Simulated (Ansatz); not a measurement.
Geometry optimisation, Ansatz, RKS PBE-D4/cc-pVDZ.

Input:

```yaml
crystal:
  periodic: [false, false, false]
  atoms:
    - { symbol: S, position_ang: [-1.5392, -1.0146, 1.6797] }
    - { symbol: Si, position_ang: [-1.1708, -0.9933, -0.4381] }
    - { symbol: Cl, position_ang: [-2.541, 0.2754, -1.4438] }
    - { symbol: Si, position_ang: [0.9982, -0.2713, -0.801] }
    - { symbol: B, position_ang: [1.7993, 0.6189, 0.7393] }
    - { symbol: "N", position_ang: [1.0926, 1.4086, -0.3708] }
    - { symbol: H, position_ang: [-1.3676, 0.424, 1.7522] }
    - { symbol: H, position_ang: [-1.2734, -2.3435, -0.9572] }
    - { symbol: H, position_ang: [1.6079, -0.4865, -2.0399] }
    - { symbol: H, position_ang: [2.2862, 0.6014, 1.856] }
    - { symbol: H, position_ang: [0.1734, 1.7239, 0.0443] }
basis:
  gaussian: { orbitals: cc-pVDZ }
hamiltonian:
  xc: pbe
  dispersion: d4
relax:
  f_tol: 0.02
  max_steps: 50
```

Launched with:

```bash
$ ansatz run input.yaml --threads 2 --pin off --max-ram 3072MiB --backend cpu --events-out ev --progress --plain --runs-dir out
```

Q: Where does it end, and by what steps?

A: It converged. After 19 steps the energy has fallen by 1.532 eV; H11 moved furthest, 0.76 Å.

```tsv
step	energy less start (eV)	largest force component (eV/Å)	accepted
0	0.0000	3.978	yes
1	-0.7586	2.637	yes
2	-1.1556	1.957	yes
3	-1.3007	1.609	yes
4	-1.4014	1.084	yes
5	-1.4539	0.980	yes
6	-1.4920	0.281	yes
7	-1.5006	0.389	yes
8	-1.5183	0.109	yes
9	-1.5215	0.100	yes
10	-1.5242	0.101	yes
11	-1.5263	0.061	yes
12	-1.5276	0.065	yes
13	-1.5290	0.055	yes
14	-1.5300	0.057	yes
15	-1.5311	0.077	yes
16	-1.5317	0.077	yes
17	-1.5321	0.035	yes
18	-1.5323	0.022	yes
19	-1.5324	0.017	yes
```

```xyz
11
Properties=species:S:1:pos:R:3
S -1.882 -0.765 1.539
Si -1.253 -1.164 -0.494
Cl -2.548 -0.290 -1.931
Si 0.890 -0.236 -0.750
B 1.887 0.511 0.790
N 0.950 1.332 0.196
H -1.208 0.427 1.582
H -1.386 -2.652 -0.673
H 1.308 -0.061 -2.193
H 2.693 0.542 1.682
H 0.614 2.298 0.273
```

Whether the end is a true minimum wasn't checked by a vibrational analysis.

Run time: 48 s on 2 threads of Intel(R) Xeon(R) Platinum 8488C (Sapphire Rapids), with other jobs on the host, peak memory 0.22 GiB.
